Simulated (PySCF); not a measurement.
C₂H₈FNOSi, SMILES C[Si@@](N)(O)CF.

Geometry optimised at r2SCAN-D4/def2-SVP. The structure was generated by enumeration; whether it is a known compound was not checked. Other conformers were not sampled.

Method: PBE/def2-TZVP (PySCF).

Gas-phase values at a fixed geometry.

```
Item                                                                                                            Value
---------------------------------------------------------------------------------------------  ----------------------
total energy                                                                                       -600.07083 hartree
highest occupied level                                                                                       -6.01 eV
lowest empty level                                                                                           -0.14 eV
orbital gap                                                                                                   5.87 eV
dipole moment                                                                                                  1.80 D
quadrupole, principal values (traceless, Buckingham form, about the centre of nuclear charge)   -5.20, 0.88, 4.32 D·Å
mean static polarisability                                                                       62.5 bohr³ (9.26 Å³)
polarisability, principal values                                                               59.4, 63.3, 64.8 bohr³
```
